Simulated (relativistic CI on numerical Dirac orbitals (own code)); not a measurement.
**Co2+: calculation against measurement**

Method of calculation: Dirac-Coulomb-Breit CI, KLI orbitals optimised for each configuration, model QED, valence Slater integrals scaled by 0.85, configuration energies shifted to the measured levels that pair with them (semi-empirical) (own radial code, finite nucleus).

Configurations in the expansion (outside the closed core [Ne] 3s2): 3p6 3d7, 3p6 3d6 4s, 3p6 3d6 4p, 3p6 3d5 4s2, 3p6 3d6 5s, 3p6 3d6 4d, 3p6 3d6 5p, 3p6 3d5 4s 4p, 3p6 3d6 4f, 3p6 3d6 5d, 3p6 3d6 5f, 3p6 3d6 5g, 3p6 3d5 4p2, 3p6 3d5 4s 5s, 3p5 3d8. Levels of other configurations are missing.

```tsv
Configuration	Term (tabulated)	J	Measured (cm⁻¹)	Computed	Error	Purity (%)
3p6 3d7	a 4F	9/2	0.0	0	0	99
3p6 3d7	a 4F	7/2	841.2	798	-43	100
3p6 3d7	a 4F	5/2	1451.3	1379	-72	100
3p6 3d7	a 4F	3/2	1866.8	1777	-90	99
3p6 3d7	a 4P	5/2	15201.9	15842	640	99
3p6 3d7	a 4P	3/2	15428.2	16103	675	97
3p6 3d7	a 4P	1/2	15811.4	16435	624	98
3p6 3d7	a 2G	9/2	16977.6	16682	-295	98
3p6 3d7	a 2G	7/2	17766.2	17436	-330	100
3p6 3d7	a 2P	3/2	20194.9	21895	1700	84
3p6 3d7	a 2H	11/2	22720.3	21858	-863	100
3p6 3d7	a 2D2	5/2	23058.8	23776	718	99
3p6 3d7	a 2H	9/2	23434.3	22540	-895	98
3p6 3d7	a 2D2	3/2	24236.8	24980	743	86
3p6 3d7	a 2F	5/2	37021.0	37502	481	99
3p6 3d7	a 2F	7/2	37316.5	37778	461	99
3p6 3d6 4s	a 6D	9/2	46438.3	46732	293	100
3p6 3d6 4s	a 6D	7/2	47003.1	47282	279	100
3p6 3d6 4s	a 6D	5/2	47415.4	47686	271	100
3p6 3d6 4s	a 6D	3/2	47698.6	47964	266	100
3p6 3d6 4s	a 6D	1/2	47864.8	48127	263	100
3p6 3d6 4s	a 4D	7/2	55729.2	56419	690	99
3p6 3d6 4s	a 4D	5/2	56373.8	57052	678	99
3p6 3d6 4s	a 4D	3/2	56794.8	57467	673	99
3p6 3d6 4s	a 4D	1/2	57036.8	57707	670	99
3p6 3d6 4s	b 4P	5/2	70934.1	72158	1224	99
3p6 3d6 4s	a 4H	13/2	71623.1	70069	-1554	100
3p6 3d6 4s	a 4H	11/2	71873.7	70323	-1551	99
3p6 3d6 4s	a 4H	9/2	72083.3	70537	-1546	98
3p6 3d6 4s	a 4H	7/2	72270.5	70716	-1555	98
3p6 3d6 4s	b 4P	3/2	72341.9	73532	1190	97
3p6 3d6 4s	b 4P	1/2	73214.5	74368	1153	99
3p6 3d6 4s	b 4F	9/2	73286.0	73266	-20	94
3p6 3d6 4s	b 4F	7/2	73540.2	73521	-19	94
3p6 3d6 4s	b 4F	5/2	73726.6	73727	0	97
3p6 3d6 4s	b 4F	3/2	73861.8	73882	20	100
3p6 3d6 4s	a 4G	11/2	76518.9	75461	-1058	60
3p6 3d6 4s	b 2P	3/2	76791.1	78278	1487	97
3p6 3d6 4s	a 4G	9/2	77121.1	76110	-1011	59
3p6 3d6 4s	a 4G	7/2	77383.1	76452	-931	93
3p6 3d6 4s	b 2H	11/2	77411.6	76222	-1189	60
3p6 3d6 4s	a 4G	5/2	77472.3	76547	-926	95
3p6 3d6 4s	b 2H	9/2	77622.9	76417	-1206	61
3p6 3d6 4s	b 2P	1/2	78434.3	79868	1433	97
3p6 3d6 4s	b 2F	7/2	78927.8	79130	202	91
3p6 3d6 4s	b 2F	5/2	79425.3	79657	232	97
3p6 3d6 4s	b 2G	9/2	82363.3	81670	-694	98
3p6 3d6 4s	b 2G	7/2	82920.7	82256	-664	95
3p6 3d6 4s	b 4D	7/2	83938.9	83985	46	99
3p6 3d6 4s	a 2I	13/2	85474.1	82939	-2535	99
3p6 3d6 4s	a 2I	11/2	85517.3	82989	-2529	99
3p6 3d6 4s	c 2G	9/2	86283.8	84917	-1367	98
3p6 3d6 4s	c 2G	7/2	86327.1	84979	-1348	97
3p6 3d6 4p	z 6D°	9/2	98290.3	98290	0	99
3p6 3d6 4p	z 6D°	7/2	98545.6	98555	9	97
3p6 3d6 4p	z 6D°	5/2	98823.2	98833	10	98
3p6 3d6 4p	z 6D°	3/2	99043.5	99054	10	99
3p6 3d6 4p	z 6D°	1/2	99182.2	99193	10	99
3p6 3d6 4p	z 6F°	11/2	103245.0	102922	-323	100
3p6 3d6 4p	z 6F°	9/2	103386.7	103104	-282	97
3p6 3d6 4p	z 6F°	7/2	103501.7	103242	-260	97
3p6 3d6 4p	z 6F°	1/2	103690.8	103456	-235	99
```

Measured levels from Sugar and Corliss, J. Phys. Chem. Ref. Data 10, 1097 (1981); pairs were made by configuration, J and term (by order where the table uses no LS term), so strongly mixed levels may be paired wrongly. Some J values or terms of the table were assigned by a fit.

Mean error by configuration (cm⁻¹): 3p6 3d7 230; 3p6 3d6 4s -287; 3p6 3d6 4p -118. Over the excited levels the mean absolute error is 697 cm⁻¹ (61 of the 61 excited levels that our extract of the source holds in range could be paired), and the median relative error of those above 1,000 cm⁻¹ is 1.3 %, both after the shifts were fitted to these levels, so that a configuration with one level shows no error.

Configurations whose levels could be paired with our table of measured levels were shifted onto them, all but the ground configuration, by the median error of their levels; single terms can still be off by 1,000 to 2,000 cm⁻¹ or more, and rates follow the energies as ν³ (E1, M1) or ν⁵ (E2). The others borrow a shift and can be off by several thousand cm⁻¹ or more. The fine structure of a lone outer electron comes out too small, for d and f at times inverted, and misplaced configurations move strength between like terms. 61 of the 61 excited levels that our extract of the measured tables holds in this range could be paired (the sources list more); they are missed by 697 cm⁻¹ on average and 2535 at most, after the shifts were fitted to these levels, and levels without a partner can miss by more.

Shifts applied (cm⁻¹): 3p6 3d7 0; 3p6 3d6 4s 2415; 3p6 3d6 4p 3525.
